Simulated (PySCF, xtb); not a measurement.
HOY, SMILES [OH][Y].

GFN2-xTB (xtb) at its own geometry gives an orbital gap of 0.81 eV and a dipole moment of 3.38 D.

The structure is a stationary point at PBE0-D3(BJ)/def2-TZVPD. The spin state was assumed, not searched. The def2 effective core potentials stand for the cores of Y; spin–orbit coupling is left out.

Problem. What does PySCF with M06-2X/def2-TZVPD give? (The exact figures need the calculation; the answer reports its results.)

Solution. gap 4.42 eV (levels -5.06 and -0.64 eV), dipole 0.68 D.
